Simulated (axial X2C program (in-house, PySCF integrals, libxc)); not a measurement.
# Spin–orbit effects down a group: molecules with Al, PBE0

Computed with an in-house relativistic program for diatomic molecules, spin-free (one-electron X2C) or two-component (2c: spin–orbit coupling with atomic mean-field Coulomb and Gaunt terms, which also bring small scalar terms), in Dyall basis sets with cores contracted in-house; open shells are unrestricted.

Basis sets: Ag dyall-cv3z, Al dyall-v3z, Au dyall-cv3z, Cu dyall-cv3z.

```
molecule  spin-free state  Re (Å)  ωe (cm⁻¹)  De (eV)  2c state  Re 2c (Å)  ωe 2c (cm⁻¹)  De 2c (eV)
    AlCu   M_S = 0, Λ = 0   2.365      285.7     2.15     Ω = 0      2.366         285.5        2.15
    AlAg   M_S = 0, Λ = 0   2.517      245.2     1.88     Ω = 0      2.518         245.1        1.88
    AlAu   M_S = 0, Λ = 0   2.366      322.0     3.25     Ω = 0      2.365         322.5        3.28
```

Each entry is the lowest single determinant of a limited PBE0 search at one distance. De goes to single-determinant-based atoms at the same level (for ions the charge split of lowest energy) and is withheld (n/a) where an atom does not fit its ground term or J level. Main or longest-lived isotopes. Some light 2c atoms are not at their ground J level, so De misses part of their lowering (0.04 eV or less). The functionals have no current term, which raises determinants with orbital currents.
